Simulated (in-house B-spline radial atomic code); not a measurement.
## RPA and G0W0 on PBE0: Rb⁴⁺

Configuration [Ar] 3d10 4s2 4p3, highest spin, mean-field start PBE0. Computed with an all-electron radial atomic-structure program (B-spline basis): all electrons, non-relativistic, point nucleus, each spin shell either full or empty, empty states to l = 9 with an (l + 1/2)⁻⁴ tail; G0W0 by contour deformation at full frequency.

Without relativity these are model numbers: it shifts the levels of so heavy an element strongly and can reorder them.

Command:
```bash
python run_gw.py task.json out
```
Settings (radii: box in bohr, nucleus in fm):
```
Z                        37
electrons                33
configuration            [Ar] 3d10 4s2 4p3
hamiltonian              nr
method                   pbe0
lmax                     9
spin_polarised           True
box_radius               11.96
intervals                51
```

Run time, properties included: 3.5 s on 1 thread of Arm Neoverse N1, with other jobs on the host.

Energies (hartree):

| term | value |
| --- | --- |
| mean-field total | -2935.32820 |
| Hartree-Fock functional on these orbitals | -2933.98698 |
| direct second order | -2.7039 |
| second-order exchange | 0.79184 |
| SOSEX correction | 0.73568 |

(1) What is the RPA correlation energy, and what remains with SOSEX?

Quasi-particle levels (eV):

| level | occupied | mean field | Σx - vxc | Σc | QP weight | G0W0 |
| --- | --- | --- | --- | --- | --- | --- |
| 4p up | yes | -63.92 | -4.95 | ? | ? | ? |
| 4s down | yes | -76.04 | -2.75 | -2.66 | 0.956 | -81.45 |
| 3d down | yes | -163.70 | -16.22 | 5.22 | 0.868 | -174.70 |
| 4p down | no | -56.20 | 6.76 | -2.73 | 0.955 | -52.17 |

G0W0 = mean field + (Σx - vxc) + Σc, with Σc (partial-wave tail included) taken at the quasi-particle energy. Only the outer levels were computed. Levels of low weight are left out.

(2) Where does G0W0 put 4p up?

Results:

(1) RPA gives -2.3899 hartree (-1.97 eV per electron); RPA + SOSEX gives -1.6542, and the second-order doubles -1.9121 hartree (no singles). SOSEX takes back 31 % of the RPA value.

(2) At -69.34 eV, with Σc = -0.48 eV and a quasi-particle weight of 0.955. The tabulated removal energy is 68.44 ± 0.15 eV (NIST, tabulated theory); the calculation leaves out relativity, Breit and QED terms, and what these don't explain is the method's own error.
